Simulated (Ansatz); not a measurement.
`[NH2][GeH]1[CH]=[CH]1` from Hartree–Fock to CCSD(T)

Cartesian coordinates in Å:
```
N 0.492 0.751 1.551
Ge -0.548 0.172 0.149
C 0.089 -1.269 -0.914
C 0.285 -0.115 -1.535
H 0.229 0.338 2.437
H 0.483 1.756 1.663
H -2.050 0.473 0.236
H 0.296 -2.314 -1.114
H 0.724 0.208 -2.473
```

Charge 0, multiplicity 1. Correlated methods include outer-core shells of Ge, which these sets cover unevenly. Scalar relativity is left out up to krypton. All single points use the PBE0-D4/def2-TZVP geometry. It is one conformer, not always the lowest. Frozen core, restricted reference, Ansatz.

| basis | HF (Eh) | MP2 corr. |
| --- | --- | --- |
| def2-SVP | -2208.00935 | -0.66201 |
| def2-TZVPP | -2208.43143 | -0.78540 |
| def2-QZVPP | -2208.47954 | -1.08458 |

(1) Estimate the CCSD correlation energy and the (T) correction in each basis where they were run (hartree).

Results:

(1) 
| basis | CCSD corr. | (T) |
| --- | --- | --- |
| def2-SVP | -0.68748 | -0.02490 |
| def2-TZVPP | -0.80552 | -0.03684 |
